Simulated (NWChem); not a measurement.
System: bromine (Br2); SMILES BrBr

NWChem input:

```
start job
memory heap 200 mb stack 900 mb global 1100 mb
geometry units angstroms noautoz
  Br     0.000000     0.000000     1.149184
  Br     0.000000     0.000000    -1.149184
end
basis spherical
  Br library def2-svpd
end
dft
  xc becke88 lyp
  iterations 200
  convergence diis 3
end
task dft gradient
```

Parts of the log:

```
             Northwest Computational Chemistry Package (NWChem) 7.3.0
             --------------------------------------------------------

 ORDER OF PRIMARY AXIS IS BEING SET TO 4
 D4H symmetry detected

                             Geometry "geometry" -> ""
                             -------------------------

 Output coordinates in angstroms (scale by  1.889725989 to convert to a.u.)

  No.       Tag          Charge          X              Y              Z
 ---- ---------------- ---------- -------------- -------------- --------------
    1 Br                  35.0000     0.00000000     0.00000000     1.14918400
    2 Br                  35.0000     0.00000000     0.00000000    -1.14918400

 Effective nuclear repulsion energy (a.u.)     282.0445333492

      Symmetry information
      --------------------

 Group name             D4h
 Group number             28
 Group order              16
 No. of unique centers     1

                                 NWChem DFT Module
                                 -----------------

 Summary of "ao basis" -> "ao basis" (spherical)
 ------------------------------------------------------------------------------
       Tag                 Description            Shells   Functions and Types
 ---------------- ------------------------------  ------  ---------------------
 Br                        def2-svpd                15       41   6s5p4d

      Symmetry analysis of basis
      --------------------------

        a1g        15
        a1u         0
        a2g         0
        a2u        15
        b1g         4
        b1u         4
        b2g         4
        b2u         4
        eg         18
        eu         18

            General Information
            -------------------
          SCF calculation type: DFT
          Wavefunction type:  closed shell.
          No. of atoms     :     2
          No. of electrons :    70
           Alpha electrons :    35
            Beta electrons :    35
          Charge           :     0
          Spin multiplicity:     1
          Use of symmetry is: on ; symmetry adaption is: on
          Maximum number of iterations: 200
          AO basis - number of functions:    82
                     number of shells:    30
          Convergence on energy requested:  1.00D-06
          Convergence on density requested:  1.00D-05
          Convergence on gradient requested:  5.00D-04

              XC Information
              --------------
                    Becke 1988 Exchange Functional  1.000
              Lee-Yang-Parr Correlation Functional  1.000

             Grid Information
             ----------------
          Grid used for XC integration:  medium
          Radial quadrature: Mura-Knowles
          Angular quadrature: Lebedev.
          Tag              B.-S. Rad. Rad. Pts. Rad. Cut. Ang. Pts.
          ---              ---------- --------- --------- ---------
          Br                  1.15      112          12.0       590
          Grid pruning is: on
          Number of quadrature shells:   112
          Spatial weights used:  Erf1

      Superposition of Atomic Density Guess
      -------------------------------------

 Sum of atomic energies:       -5144.17658042

      Non-variational initial energy
      ------------------------------

 Total energy =   -5144.288392
 1-e energy   =   -7726.511131
 2-e energy   =    2300.178206
 HOMO         =      -0.328805
 LUMO         =      -0.134402

      Symmetry analysis of molecular orbitals - initial
      -------------------------------------------------

 !! scf_movecs_sym_adapt:   16 vectors were symmetry contaminated

  Symmetry fudging

 !! scf_movecs_sym_adapt:   14 vectors were symmetry contaminated

  Numbering of irreducible representations:

     1 a1g         2 a1u         3 a2g         4 a2u         5 b1g
     6 b1u         7 b2g         8 b2u         9 eg         10 eu

  Orbital symmetries:

     1 a2u         2 a1g         3 a2u         4 a1g         5 a2u
     6 a1g         7 eg          8 eg          9 eu         10 eu
    11 a1g        12 a2u        13 a1g        14 a2u        15 eu
    16 eu         17 eg         18 eg         19 a1g        20 eu
    21 eu         22 eg         23 eg         24 a2u        25 b2g
    26 b1g        27 b1u        28 b2u        29 a1g        30 a2u
    31 a1g        32 eu         33 eu         34 eg         35 eg
    36 a2u        37 a2u        38 a1g        39 eu         40 eu
    41 a1g        42 eg         43 eg         44 b1g        45 b2g

   convergence    iter        energy       DeltaE   RMS-Dens  Diis-err
 ---------------- ----- ----------------- --------- --------- ---------
 d= 0,ls=0.0,diis     1  -5147.7012623412 -5.43D+03  1.15D-02  4.97D-01
  Resetting Diis
 d= 0,ls=0.0,diis     2  -5147.7164709731 -1.52D-02  5.35D-03  1.53D-01
 d= 0,ls=0.0,diis     3  -5147.7301581859 -1.37D-02  4.43D-03  3.69D-02
 d= 0,ls=0.0,diis     4  -5147.7251687186  4.99D-03  2.57D-03  7.22D-02
 d= 0,ls=0.0,diis     5  -5147.7358463393 -1.07D-02  5.55D-05  5.70D-05
 d= 0,ls=0.0,diis     6  -5147.7358499726 -3.63D-06  1.09D-05  7.55D-07
 d= 0,ls=0.0,diis     7  -5147.7358500237 -5.11D-08  2.39D-06  1.97D-08

         Total DFT energy =    -5147.735850023725
      One electron energy =    -7723.889639376642
           Coulomb energy =     2476.746826995295
    Exchange-Corr. energy =     -182.637570991532
 Nuclear repulsion energy =      282.044533349155

 Numeric. integr. density =       70.000000095652

                  Occupations of the irreducible representations
                  ----------------------------------------------

                     irrep           alpha         beta
                     --------     --------     --------
                     a1g               8.0          8.0
                     a1u               0.0          0.0
                     a2g               0.0          0.0
                     a2u               7.0          7.0
                     b1g               1.0          1.0
                     b1u               1.0          1.0
                     b2g               1.0          1.0
                     b2u               1.0          1.0
                     eg                8.0          8.0
                     eu                8.0          8.0

                       DFT Final Molecular Orbital Analysis
                       ------------------------------------

 Vector   33  Occ=2.000000D+00  E=-3.219940D-01  Symmetry=eu
              MO Center= -5.4D-16, -8.5D-16,  1.9D-14, r^2= 2.5D+00
   Bfn.  Coefficient  Atom+Function         Bfn.  Coefficient  Atom+Function
  ----- ------------  ---------------      ----- ------------  ---------------
    14      0.299706  1 Br py                55      0.299706  2 Br py
    17      0.292624  1 Br py                58      0.292624  2 Br py
    13      0.231124  1 Br px                54      0.231124  2 Br px
    16      0.225662  1 Br px                57      0.225662  2 Br px
    11     -0.196582  1 Br py                52     -0.196582  2 Br py

 Vector   34  Occ=2.000000D+00  E=-2.481248D-01  Symmetry=eg
              MO Center= -1.0D-15,  2.0D-15, -2.0D-14, r^2= 3.0D+00
   Bfn.  Coefficient  Atom+Function         Bfn.  Coefficient  Atom+Function
  ----- ------------  ---------------      ----- ------------  ---------------
    17      0.339594  1 Br py                58     -0.339594  2 Br py
    14      0.333352  1 Br py                55     -0.333352  2 Br py
    16      0.258478  1 Br px                57     -0.258478  2 Br px
    13      0.253727  1 Br px                54     -0.253727  2 Br px
    11     -0.213775  1 Br py                52      0.213775  2 Br py

 Vector   35  Occ=2.000000D+00  E=-2.481248D-01  Symmetry=eg
              MO Center=  1.2D-18, -8.9D-19, -2.9D-14, r^2= 3.0D+00
   Bfn.  Coefficient  Atom+Function         Bfn.  Coefficient  Atom+Function
  ----- ------------  ---------------      ----- ------------  ---------------
    16      0.339594  1 Br px                57     -0.339594  2 Br px
    13      0.333352  1 Br px                54     -0.333352  2 Br px
    17     -0.258478  1 Br py                58      0.258478  2 Br py
    14     -0.253727  1 Br py                55      0.253727  2 Br py
    10     -0.213775  1 Br px                51      0.213775  2 Br px

 Vector   36  Occ=0.000000D+00  E=-1.698321D-01  Symmetry=a2u
              MO Center= -2.3D-16, -1.3D-16, -2.4D-15, r^2= 3.7D+00
   Bfn.  Coefficient  Atom+Function         Bfn.  Coefficient  Atom+Function
  ----- ------------  ---------------      ----- ------------  ---------------
    18      0.506929  1 Br pz                59      0.506929  2 Br pz
    15      0.438754  1 Br pz                56      0.438754  2 Br pz
    12     -0.272054  1 Br pz                53     -0.272054  2 Br pz
     4     -0.239002  1 Br s                 45      0.239002  2 Br s
     3      0.136041  1 Br s                 44     -0.136041  2 Br s

 Vector   37  Occ=0.000000D+00  E= 2.987624D-03  Symmetry=a1g
              MO Center=  1.5D-13, -1.8D-13, -1.4D-13, r^2= 8.7D+00
   Bfn.  Coefficient  Atom+Function         Bfn.  Coefficient  Atom+Function
  ----- ------------  ---------------      ----- ------------  ---------------
     6      1.030822  1 Br s                 47      1.030822  2 Br s
     5     -0.645786  1 Br s                 46     -0.645786  2 Br s
     4     -0.212342  1 Br s                 45     -0.212342  2 Br s
    21      0.168813  1 Br pz                62     -0.168813  2 Br pz
     3      0.147052  1 Br s                 44      0.147052  2 Br s

 Vector   38  Occ=0.000000D+00  E= 2.445906D-02  Symmetry=a2u
              MO Center=  2.9D-17,  3.9D-17,  1.4D-13, r^2= 1.7D+01
   Bfn.  Coefficient  Atom+Function         Bfn.  Coefficient  Atom+Function
  ----- ------------  ---------------      ----- ------------  ---------------
     6      1.882422  1 Br s                 47     -1.882422  2 Br s
    21     -1.574811  1 Br pz                62     -1.574811  2 Br pz
    39      0.203037  1 Br d  0              80     -0.203037  2 Br d  0
    15      0.183871  1 Br pz                56      0.183871  2 Br pz
     4      0.113697  1 Br s                 45     -0.113697  2 Br s

     Multipole analysis of the density
     ---------------------------------

     L   x y z        total         alpha         beta         nuclear
     -   - - -        -----         -----         ----         -------
     0   0 0 0     -0.000000    -35.000000    -35.000000     70.000000

     1   1 0 0     -0.000000     -0.000000     -0.000000      0.000000
     1   0 1 0     -0.000000     -0.000000     -0.000000      0.000000
     1   0 0 1      0.000000      0.000000      0.000000      0.000000

     2   2 0 0    -28.027320    -14.013660    -14.013660      0.000000
     2   1 1 0     -0.000000     -0.000000     -0.000000      0.000000
     2   1 0 1      0.000000      0.000000      0.000000      0.000000
     2   0 2 0    -28.027320    -14.013660    -14.013660      0.000000
     2   0 1 1     -0.000000     -0.000000     -0.000000      0.000000
     2   0 0 2    -24.203576   -177.162935   -177.162935    330.122293

            General Information
            -------------------
          SCF calculation type: DFT
          Wavefunction type:  closed shell.
          No. of atoms     :     2
          No. of electrons :    70
           Alpha electrons :    35
            Beta electrons :    35
          Charge           :     0
          Spin multiplicity:     1
          Use of symmetry is: on ; symmetry adaption is: on
          Maximum number of iterations: 200
          AO basis - number of functions:    82
                     number of shells:    30
          Convergence on energy requested:  1.00D-06
          Convergence on density requested:  1.00D-05
          Convergence on gradient requested:  5.00D-04

              XC Information
              --------------
                    Becke 1988 Exchange Functional  1.000
              Lee-Yang-Parr Correlation Functional  1.000

             Grid Information
             ----------------
          Grid used for XC integration:  medium
          Radial quadrature: Mura-Knowles
          Angular quadrature: Lebedev.
          Tag              B.-S. Rad. Rad. Pts. Rad. Cut. Ang. Pts.
          ---              ---------- --------- --------- ---------
          Br                  1.15      112          12.0       590
          Grid pruning is: on
          Number of quadrature shells:   112
          Spatial weights used:  Erf1

          Convergence Information
          -----------------------
          Convergence aids based upon iterative change in
          total energy or number of iterations.
          Levelshifting, if invoked, occurs when the
          HOMO/LUMO gap drops below (HL_TOL):  1.00D-02
          DIIS, if invoked, will attempt to extrapolate
          using up to (NFOCK):  3 stored Fock matrices.

                    Damping( 0%)  Levelshifting(0.5)       DIIS
                  --------------- ------------------- ---------------
          dE  on:    start            ASAP                start
          dE off:    2 iters        200 iters           200 iters

                            NWChem DFT Gradient Module
                            --------------------------

  charge          =   0.00
  wavefunction    = closed shell

  Using symmetry

                         DFT ENERGY GRADIENTS

    atom               coordinates                        gradient
                 x          y          z           x          y          z
   1 Br      0.000000   0.000000   2.171643    0.000000   0.000000  -0.018813
   2 Br      0.000000   0.000000  -2.171643    0.000000   0.000000   0.018813
```

Level: BLYP/def2-SVPD. Coordinates come from a PBE0/def2-SVP optimisation.
